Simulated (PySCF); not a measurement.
**Interval between two levels of Cl⁺ by level of theory**

Cl⁺ [Ne] 3s2 3p4 [3P2, M_J = 2] → Cl⁺ [Ne] 3s1 3p5 [3P2, M_J = 2], as a difference of total energies. Calculation: PySCF 2.14, in x2c-SVPall-2c with one added diffuse shell each of s, p type (5s5p1d, 25 functions); the two-component X2C-1e Hamiltonian. Correlated levels: [Ne] frozen. "Screened" scales the spin-orbit matrix elements by Boettger's factors to mimic the two-electron term; Breit and QED terms are absent.

```csv
method,interval between two levels (cm⁻¹)
GHF (spin-free),115570
GMP2 (spin-free),107360
GHF (screened spin-orbit),115610
GMP2 (screened spin-orbit),107380
```

Errors of the correlated levels include the incompleteness of this basis and the frozen core.

The labels give the starting determinants; with spin-orbit coupling the two ends relaxed to ⟨J²⟩ = 6.01, ⟨L²⟩ = 2.01, ⟨S²⟩ = 2.00 and ⟨J²⟩ = 6.01, ⟨L²⟩ = 2.00, ⟨S²⟩ = 2.01.

For comparison: 93368 cm⁻¹ (measured; NIST Handbook of Basic Atomic Spectroscopic Data (Sansonetti and Martin, J. Phys. Chem. Ref. Data 34, 1559 (2005))).
